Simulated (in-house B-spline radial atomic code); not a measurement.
How numerical settings move a run on Cs²⁺, [Kr] 4d10 5s2 5p5. Computed with an all-electron radial atomic-structure program (B-spline basis): scalar-relativistic (X2C) RPBE, spherical fractional occupations, Fermi nucleus of rms radius 4.8041 fm.

Command:
```bash
python run_scf.py task.json out
```
Settings of the sound reference run:
```
Z                55
electrons        53
configuration    [Kr] 4d10 5s2 5p5
hamiltonian      x2c
method           rpbe,pbe
spin_polarised   False
nucleus          fermi
rms_radius       4.8041
mass_number      133
atomic_mass      132.9055
speed_of_light   137.036
knot_spacing     0.22
spline_order     8
gauss_points     12
box_radius       22.22
max_iterations   70
damping          0.5
damped_steps     3
diis_vectors     10
tolerance        1e-08
start            Thomas-Fermi
```

Time taken, with all properties: 0.34 s on 1 thread of Arm Neoverse N1 (shared host).

It converges in 9 iterations to -7785.134718 hartree, with 5p at -28.734 eV. The other runs change the listed settings, some to values that make no sense; their results aren't properties of the atom or ion. Radii are in bohr (the nuclear one in fm), a minus after a letter asks for a j subshell, and «unchanged» means within 1e-8 hartree. The run stops when the residual is below 10 × tolerance × max(1, Z/10), or a noise floor if that is larger, and the energy moves by less than 1e-8 × √|E| hartree; so very loose and very tight tolerances often act alike.

```tsv
changed settings	outcome
first_knot = 0.0545	converged in 9 iterations, energy +7.28e+00 hartree from the reference, 5p level -7.4e-03 eV
gauss_points = 5, max_iterations = 12, damping = 0.2, diis_vectors = 0	not converged after 12 iterations, last residual 2.7e-04, last energy +2.12e-06 hartree from the reference
knot_spacing = 0.1	converged in 9 iterations, energy -1.86e-05 hartree from the reference, 5p level -9.7e-05 eV
electrons = 54, configuration = [Kr] 4d10 5s2 5p5 6s-1, max_iterations = 50	stopped with error: j subshells need the Dirac Hamiltonian and l > 0
spline_order = 7	converged in 9 iterations, energy -5.58e-06 hartree from the reference, 5p level -2.9e-04 eV
first_knot = 0.00182	converged in 9 iterations, energy -3.04e-02 hartree from the reference, 5p level +7.0e-05 eV
knot_spacing = 1	converged in 9 iterations, energy +1.43e+02 hartree from the reference, 5p level -1.6e+00 eV (the program warns: 5p reaches the box edge; 2s reaches the box edge)
gauss_points = 6, box_radius = 6.67, max_iterations = 60	converged in 9 iterations, energy +2.65e-04 hartree from the reference, 5p level +1.0e-02 eV (the program warns: 5p reaches the box edge; 5s reaches the box edge)
first_knot = 0.0182	converged in 9 iterations, energy +6.43e-01 hartree from the reference, 5p level -9.4e-04 eV
spline_order = 4	converged in 9 iterations, energy +4.72e-03 hartree from the reference, 5p level -2.7e-04 eV
spline_order = 3	converged in 9 iterations, energy +2.49e-01 hartree from the reference, 5p level +1.5e-03 eV
knot_spacing = 1.4	converged in 9 iterations, energy +2.00e+02 hartree from the reference, 5p level -2.9e+00 eV (the program warns: 5p reaches the box edge; 2s reaches the box edge)
knot_spacing = 0.75	converged in 9 iterations, energy +7.72e+00 hartree from the reference, 5p level -4.0e-02 eV (the program warns: 5p reaches the box edge; 4s reaches the box edge)
knot_spacing = 0.4	converged in 9 iterations, energy +3.94e-03 hartree from the reference, 5p level +2.6e-04 eV
first_knot = 1.82e-06	converged in 9 iterations, energy -2.80e-06 hartree from the reference, 5p level -1.7e-04 eV
knot_spacing = 0.55	converged in 9 iterations, energy +5.64e-01 hartree from the reference, 5p level +4.0e-04 eV
first_knot = 1.82e-05	converged in 9 iterations, energy -9.86e-08 hartree from the reference, 5p level -8.4e-06 eV
first_knot = 0.00545	converged in 9 iterations, energy -1.96e-01 hartree from the reference, 5p level +2.7e-04 eV
spline_order = 10	converged in 9 iterations, energy -6.85e-06 hartree from the reference, 5p level -2.2e-04 eV
```

Q: What happens with max_iterations = 75, tolerance = 0.001, start = bare nucleus?

A: Converged in 10 iterations, energy unchanged, 5p level -1.5e-04 eV.

Q: What happens with spline_order = 5?

A: Converged in 9 iterations, energy +1.55e-04 hartree from the reference, 5p level -1.7e-04 eV.

Q: What happens with hamiltonian = dirac, method = hf, speed_of_light = 27.50313?

A: Stopped with error: Z/c is past the critical charge.

Q: What happens with knot_spacing = 2?

A: Converged in 8 iterations, energy +6.21e+02 hartree from the reference, 5p level -3.2e+00 eV (the program warns: 5p reaches the box edge; 1s reaches the box edge).
